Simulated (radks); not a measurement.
The numbers below are computed, except where a source is named.
Ionisation of S8+, [He] 2s2 2p4, to S9+, [He] 2s2 2p3, under several functionals. Non-relativistic Kohn-Sham, spin-polarised, spherical densities, point nucleus; open shells are filled with parallel spins first; a radial shooting solver on a logarithmic mesh with Libxc functionals. Known Delta-SCF values: TPSS 377.77 eV; revPBE 378.03 eV. What does BLYP give, and what is its highest occupied eigenvalue?

Answer. 378.53 eV by Delta-SCF; the 2p eigenvalue is -353.71 eV. NIST: 379.8 eV (semi-empirical).
